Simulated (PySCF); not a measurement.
C2H6OZn, SMILES [OH][Zn][CH2]C.

The structure is a stationary point at TPSSh-D3(BJ)/def2-SVP. The isomer is the one that the SMILES or the coordinates give; other isomers of the formula were not compared. Other conformers were not sampled.

Level of theory: ωB97X/def2-TZVP (PySCF).

Gas-phase values at a fixed geometry.

total energy: -1934.52176 hartree
highest occupied level: -9.97 eV
lowest empty level: 1.49 eV
orbital gap: 11.46 eV
dipole moment: 1.95 D
quadrupole, principal values (traceless, Buckingham form, about the centre of nuclear charge): -9.93, 1.83, 8.10 D·Å
mean static polarisability: 51.4 bohr³ (7.62 Å³)
polarisability, principal values: 43.3, 45.3, 65.7 bohr³
